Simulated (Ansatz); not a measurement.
Single points on Ag9S5.

```yaml
crystal:
  periodic: [false, false, false]
  atoms:
    - {symbol: Ag, position_ang: [-0.870865, -0.704807, -0.605139]}
    - {symbol: Ag, position_ang: [2.392825, -4.114954, 0.326422]}
    - {symbol: Ag, position_ang: [5.073907, -3.573142, -0.369399]}
    - {symbol: Ag, position_ang: [1.345135, 0.702395, 0.553707]}
    - {symbol: Ag, position_ang: [0.789546, -2.912182, -1.690896]}
    - {symbol: Ag, position_ang: [-0.353211, -3.102130, 1.060125]}
    - {symbol: Ag, position_ang: [-1.392836, 1.227022, 1.657511]}
    - {symbol: Ag, position_ang: [1.990864, -1.727865, 2.153210]}
    - {symbol: Ag, position_ang: [3.319144, -1.330754, -0.505229]}
    - {symbol: S, position_ang: [-1.557069, -2.944484, -1.046243]}
    - {symbol: S, position_ang: [1.346535, -4.059761, 2.519959]}
    - {symbol: S, position_ang: [3.457110, 0.093390, 1.455289]}
    - {symbol: S, position_ang: [-0.568833, 1.693651, -0.527831]}
    - {symbol: S, position_ang: [3.220349, -3.339580, -1.965386]}
basis:
  gaussian: {orbitals: def2-SVP, initial_orbitals: start.molden}
magnetization: {spin_polarized: true, initial_magnetization: 1}
hamiltonian: {xc: pbe, dispersion: d4}
scf: {omitted_lower_state_checks: [starts]}
output: {orbitals: {seedname: orbitals}}
```

The file start.molden holds the orbitals of an earlier run on this structure, at another level or in another basis.

```sh
$ ansatz run in.yaml --threads 2 --pin off --events-out ev --progress --plain --max-ram 22528MiB --backend cuda --devices 0, --max-vram 18GiB
```

It prints (some lines left out):

```
Functional definition: PBE
3563 factors; their error is unknown
mean field evaluation 1: about -90144.1602 eV, gradient 1.4e1 eV
mean field evaluation 2: about -90144.6942 eV, gradient 7.1e-1 eV
mean field evaluation 4: about -90144.5706 eV, gradient 1.2e-1 eV
mean field evaluation 8: about -90144.5708 eV, gradient 2.0e-5 eV
mean field -90144.57081673 eV, -3312.7518753300 hartree, gradient 2.0e-5 eV, S^2 0.752229; 0 other end points of the search recorded, 0 dependent functions left out
reference -90144.57089267 eV, -3312.7518781208 hartree; 126, 125 occupied and 243, 244 virtual orbitals, 3563 factors
Total energy: -90146.51248373 eV, -3312.8232302764 hartree
Checks for a lower state left out: starts
```

Run time 7.5 s (2 threads of AMD EPYC 7R13 on a shared host and a share (18 GiB) of an NVIDIA H100 80GB HBM3), peak host memory 1.1 GiB.

As the first input, with `gaussian: {orbitals: STO-3G}`, `hamiltonian: {xc: hf}` (abridged; 44 s):

```
Functional definition: HF
mean field evaluation 16: about -1313926.1528 eV, gradient 1.7e0 eV
mean field evaluation 32: about -1313933.7987 eV, gradient 1.0e-1 eV
mean field -1313933.76761629 eV, -48286.1753436032 hartree, gradient 2.8e-6 eV, S^2 6.018534
Total energy: -1313933.76761629 eV, -48286.1753436032 hartree
Checks for a lower state left out: starts
```

First input, but with `gaussian: {orbitals: def2-TZVP, fitting: {mean_field: def2-universal-jkfit}, initial_orbitals: start.molden}`, `hamiltonian: {xc: r2scan, dispersion: d4}` (abridged; 13 s):

```
Functional definition: r2SCAN
mean field -90201.98835689 eV, -3314.8619310120 hartree, gradient 1.6e-5 eV, S^2 0.755203
Total energy: -90202.46525421 eV, -3314.8794566654 hartree
Checks for a lower state left out: starts
```

The first input with `correlation: {method: mp2}` and without the key `hamiltonian` (abridged; 16 s):

```
Functional definition: HF
mean field evaluation 16: about -89855.6493 eV, gradient 9.1e-6 eV
mean field -89855.64926676 eV, -3302.1342042069 hartree, gradient 9.1e-6 eV, S^2 0.764398
25 core orbitals not correlated: weight in the atoms' cores, before any rotation towards them, 1.000 or more for the frozen orbitals, at most 0.000 for the correlated occupied ones
second order -108.30232184 eV of doubles, -0.00000000 eV of singles
Total energy: -89963.95158860 eV, -3306.1142411245 hartree
Checks for a lower state left out: starts
```

The first input with `hamiltonian: {xc: pbe}`, `correlation: {method: rpa}` and without the key `output` (abridged; 16 s):

```
Functional definition: PBE
mean field -90144.57074706 eV, -3312.7518727698 hartree, gradient 7.9e-6 eV, S^2 0.752229
25 core orbitals not correlated: weight in the atoms' cores, before any rotation towards them, 1.000 or more for the frozen orbitals, at most 0.000 for the correlated occupied ones
Total energy: -89996.26042569 eV, -3307.3015689878 hartree
Checks for a lower state left out: starts
```

First input, but with `hamiltonian: {xc: pbe0, dispersion: d4}` (abridged; 12 s):

```
Functional definition: PBE0
mean field -90143.71303978 eV, -3312.7203526085 hartree, gradient 1.6e-5 eV, S^2 0.759344
Total energy: -90145.45238877 eV, -3312.7842725052 hartree
Checks for a lower state left out: starts
```

As the first input, with `gaussian: {orbitals: def2-TZVP, fitting: {mean_field: def2-universal-jkfit}, initial_orbitals: start.molden}`, `hamiltonian: {xc: {name: BLYP}, dispersion: d4}` (abridged; 7.5 s):

```
Functional definition: BLYP
mean field -90182.41253582 eV, -3314.1425328565 hartree, gradient 1.8e-5 eV, S^2 0.752521
Total energy: -90186.31000334 eV, -3314.2857621463 hartree
Checks for a lower state left out: starts
```

Geometry: PBE-D4/def2-SVP, loosely relaxed.

In the def2 sets Ag takes a core potential, while STO-3G treats all electrons; there is no spin–orbit coupling. Correlated methods freeze 25 core orbitals; core or outer-core shells of Ag are correlated, in sets that lack core-valence functions. Single mean-field runs in def2-TZVP are fitted with def2-universal-jkfit. The geometry of the charge 0 doublet is only loosely relaxed. At HF/STO-3G the charge 0 doublet is spin-contaminated (final ⟨S²⟩ up to 6.02, 0.75 for a pure state). Another isomer (doublet) lies 1.02 eV lower at PBE0-D4/def2-TZVP; other spin states weren't run for this one.
